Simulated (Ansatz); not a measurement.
C5H13GaN2, SMILES `CC1=[N+](C)[GaH-]([CH3])[N]1C`, 21 atoms. Total charge 0; spin multiplicity 1. Correlated methods include outer-core shells of Ga, which these sets cover unevenly. Scalar relativity is left out up to krypton. Hardware: A = 4 threads of an AMD EPYC 7R13 on a shared host and a share of an NVIDIA H100 80 GB; B = 4 threads of an AMD EPYC 7R13 on a shared host. Correlated methods freeze the cores.

**Question.** How many basis functions does each run have, and how long does it take in Ansatz? RKS r2SCANh-D4/def2-TZVPP energy [A]; RHF-CCSD(T)/def2-SVP energy [A]; RKS PBE0-D4/def2-TZVP relaxation (36 steps) [A]; direct RPA on PBE orbitals/def2-TZVPP energy [A]; RKS PBE0-D4/def2-QZVPP energy [A]; RKS ωB97M-V/def2-QZVPP energy [A]; RKS ωB97X-V/def2-TZVPP energy [A]; RHF-MP2/def2-QZVPP energy [A]; RHF-MP2/def2-TZVPP energy [A]; RKS PBE0-D4/def2-SVP energy [B]; RKS r2SCAN0-D4/def2-TZVPP energy [A]; RKS ωB97M-V/def2-SVP energy [B]. (Best estimate.)

**Answer.** Computed: Other jobs shared the machine, so times are rough.

```
                                level                        job  functions  wall time  peak host memory (GiB)
               RKS PBE0-D4/def2-QZVPP                 energy [A]        878      4.3 s                     1.4
                   RHF-MP2/def2-TZVPP                 energy [A]        447      4.4 s                    0.98
direct RPA on PBE orbitals/def2-TZVPP                 energy [A]        447      4.6 s                     2.2
                 RKS PBE0-D4/def2-SVP                 energy [B]        195      6.5 s                    0.98
               RKS ωB97M-V/def2-QZVPP                 energy [A]        878      6.5 s                     1.6
            RKS r2SCAN0-D4/def2-TZVPP                 energy [A]        447       11 s                    0.98
            RKS r2SCANh-D4/def2-TZVPP                 energy [A]        447       11 s                    0.98
                 RHF-CCSD(T)/def2-SVP                 energy [A]        195       11 s                    0.98
               RKS ωB97X-V/def2-TZVPP                 energy [A]        447       13 s                       1
                   RHF-MP2/def2-QZVPP                 energy [A]        878       13 s                     1.6
                 RKS ωB97M-V/def2-SVP                 energy [B]        195       13 s                     1.1
                RKS PBE0-D4/def2-TZVP  relaxation (36 steps) [A]        343    2.5 min                     1.1
```
